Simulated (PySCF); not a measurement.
## Arsenic: a sound run and one with changed settings

Sound run: As [Ar] 3d10 4s2 4p3, As⁺ [Ar] 3d10 4s2 4p2. Computed with PySCF 2.14 in cc-pVTZ-DK (6s5p3d1f, 43 functions), with scalar relativity by spin-free X2C-1e. The sound run starts from symmetry-adapted Hartree-Fock orbitals and uses a fine grid where one is needed.

A second run was set up differently.

| species | method | sound run (hartree) | changed run (hartree) | converged |
| --- | --- | --- | --- | --- |
| As | UHF | -2259.01435 | -2259.01435 | yes |
| As | TPSS | -2260.66109 | -2260.66109 | yes |
| As | PBE | -2260.40025 | -2260.40025 | yes |
| As⁺ | UHF | -2258.66841 | -2258.66841 | yes |
| As⁺ | TPSS | -2260.29709 | -2260.29832 | yes |
| As⁺ | PBE | -2260.03741 | -2260.03810 | yes |

Ionisation energy of As:

| method | sound run (eV) | changed run (eV) |
| --- | --- | --- |
| UHF | 9.413 | 9.413 |
| TPSS | 9.905 | 9.871 |
| PBE | 9.873 | 9.855 |

**Question.** What was changed?
A. angular grid far too coarse
B. a valence shell is frozen
C. basis contracted for another Hamiltonian
D. too few SCF iterations

**Answer.** A. It used 14 angular points. A coarse angular grid integrates products of high-l functions wrongly, so density functionals can shift, and the SCF can exploit the error; Hartree-Fock and MP2 need no grid.
